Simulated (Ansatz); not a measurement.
A CCSD(T) single point on CH₆ClFSi₂ (`F[SiH2]C[SiH2]Cl`).

```yaml
crystal:
  periodic: [false, false, false]
  atoms:
    - {symbol: F, position_ang: [-1.540177, 1.540840, 1.931492]}
    - {symbol: Si, position_ang: [-0.361617, 1.244326, 0.885338]}
    - {symbol: C, position_ang: [-0.721440, -0.362602, 0.019016]}
    - {symbol: Si, position_ang: [0.736129, -1.116758, -0.853796]}
    - {symbol: Cl, position_ang: [1.662856, 0.321481, -2.005177]}
    - {symbol: H, position_ang: [0.901418, 1.153443, 1.658392]}
    - {symbol: H, position_ang: [-0.317413, 2.375933, -0.067416]}
    - {symbol: H, position_ang: [-1.539757, -0.216296, -0.692944]}
    - {symbol: H, position_ang: [-1.061110, -1.089018, 0.768188]}
    - {symbol: H, position_ang: [0.332660, -2.216772, -1.761176]}
    - {symbol: H, position_ang: [1.733750, -1.607577, 0.126183]}
basis:
  gaussian: {orbitals: def2-TZVPP}
correlation: {method: ccsd_t}
```

```sh
$ ansatz run in.yaml --threads 4 --pin off --events-out ev --progress --plain --max-ram 10444MiB
```

Log, shortened:

```
Functional definition: HF
1580 factors; integrals over basis functions are off by at most 7.8e-4 eV
mean field evaluation 1: about -32062.3169 eV, gradient 3.6e1 eV
mean field evaluation 2: about -32062.5850 eV, gradient 3.7e1 eV
mean field evaluation 4: about -32065.8232 eV, gradient 3.7e0 eV
mean field evaluation 8: about -32065.8796 eV, gradient 2.3e-1 eV
mean field -32065.87984901 eV, -1178.3993494170 hartree, gradient 7.7e-6 eV, S^2 0.000000; 0 other end points of the search recorded, 0 dependent functions left out
17 core orbitals not correlated: weight in the atoms' cores, before any rotation towards them, 1.000 or more for the frozen orbitals, at most 0.000 for the correlated occupied ones
reference -32065.87984901 eV, -1178.3993494170 hartree; 16, 16 occupied and 239, 239 virtual orbitals, 1580 factors
second order -23.39557559 eV of doubles, -0.00000000 eV of singles
cycle   1  -24.29369512 eV  change   -9.0e-1 eV  update   9.9e-2
cycle   2  -24.85167688 eV  change   -5.6e-1 eV  update   2.9e-2
cycle   3  -24.96426905 eV  change   -1.1e-1 eV  update   1.4e-2
cycle   4  -24.95496963 eV  change    9.3e-3 eV  update   2.8e-3
cycle   5  -24.95294042 eV  change    2.0e-3 eV  update   1.1e-3
cycle   6  -24.95320436 eV  change   -2.6e-4 eV  update   3.0e-4
cycle   7  -24.95308848 eV  change    1.2e-4 eV  update   1.0e-4
cycle   8  -24.95304553 eV  change    4.3e-5 eV  update   3.0e-5
cycle   9  -24.95305341 eV  change   -7.9e-6 eV  update   1.2e-5
perturbative correction -0.88850185 eV, -0.0326518409 hartree
Total energy: -32091.72140427 eV, -1179.3490090568 hartree
```

Run time 2.6 min (4 threads of an Arm Neoverse V2 on a shared host); peak host memory 6.7 GiB.

MP2 recovers 90.5 % of the CCSD(T) correlation energy and the triples give 3.4 %; T1 = 0.0103.
